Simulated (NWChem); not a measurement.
CdHSeCl; SMILES [Cl][Cd][SeH]

```xyz
4

Cd     0.3403    -0.2519    -0.0078
Cl     0.4035    -2.5427     0.0072
Se     0.2865     2.1941    -0.0221
H     -1.1860     2.1906    -0.0268
```
Atoms are numbered in this order, from 1.

Level: PBE0/def2-SVP with def2 effective core potentials on Cd (NWChem), optimised geometry, unscaled harmonic frequencies. This build's default masses of Se (78.918 u) and Br (79.917 u) are each other's, which moves their modes by up to 0.6 %. def2 effective core potentials on Cd; no spin-orbit coupling.

Question: List the harmonic frequencies with IR intensities, and the thermochemistry.

Answer: 
```tsv
frequency (cm⁻¹)	IR intensity (km/mol)
73	7.3
76	6.5
232	0.6
394	47.6
588	0.2
2450	8.5
```

The zero-point energy comes out as 5.4 kcal/mol and the thermal correction to the enthalpy at 298.15 K (with zero-point energy) is 9.4 kcal/mol. The heat capacity Cv is 14.2 cal/(mol K). The entropy at 298.15 K and 1 atm (symmetry number 1) is 78.6 cal/(mol K).

Rigid rotor and harmonic oscillator; modes under 100 cm⁻¹ make the entropy uncertain.
